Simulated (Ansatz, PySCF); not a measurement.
Noncovalent pair: NH3 (SMILES N) (first 4 atoms) with C2H6 (SMILES CC); geometry from B3LYP-D3(BJ)/def2-TZVP.
(charge 0, multiplicity 1):
```
atom    x (Å)    y (Å)    z (Å)
----  -------  -------  -------
N     -0.0858  -0.0201  -0.2018
H     -0.2269   0.4751  -1.0748
H      0.3915   0.6109   0.4318
H      0.5449  -0.7912  -0.3890
C     -0.6012  -0.6083   3.3571
C      0.4661   0.4828   3.3486
H     -0.9389  -0.8303   2.3440
H     -1.4717  -0.3019   3.9408
H     -0.2184  -1.5314   3.7977
H      1.3449   0.1745   2.7769
H      0.8045   0.7242   4.3584
H      0.0850   1.4043   2.9027
```

Basis-set superposition error: the interaction energy with monomers in their own basis, and in the dimer's basis (counterpoise).

Codes used: Ansatz (Gaussian basis) for Hartree–Fock, density functionals and correlated methods; PySCF for 6-31G* rows, M06-2X. Each number belongs to the level named beside it.

```tsv
level	uncorrected (meV)	counterpoise (meV)	difference
HF/6-31G*	-5.5	19.1	24.6
PBE/def2-TZVPPD	-24.4	-20.6	3.8
BLYP/def2-TZVPPD	21.1	25.2	4.1
revPBE/def2-TZVPPD	22.4	26.3	3.9
B97M-V/def2-TZVPPD	-48.2	-44.9	3.2
B3LYP/def2-TZVPPD	4.8	7.9	3.1
M06-2X/def2-TZVPPD	-43.1	-40.3	2.8
CAM-B3LYP/def2-TZVPPD	-17.4	-14.4	3.0
wB97M-V/def2-TZVPPD	-46.3	-42.7	3.6
SCS-MP2/aug-cc-pVDZ	-57.0	-20.1	36.9
```

The error is largest for SCS-MP2/aug-cc-pVDZ (36.9 meV) and smallest for M06-2X/def2-TZVPPD (2.8 meV).

Ansatz is a quantum-chemistry and plane-wave program.
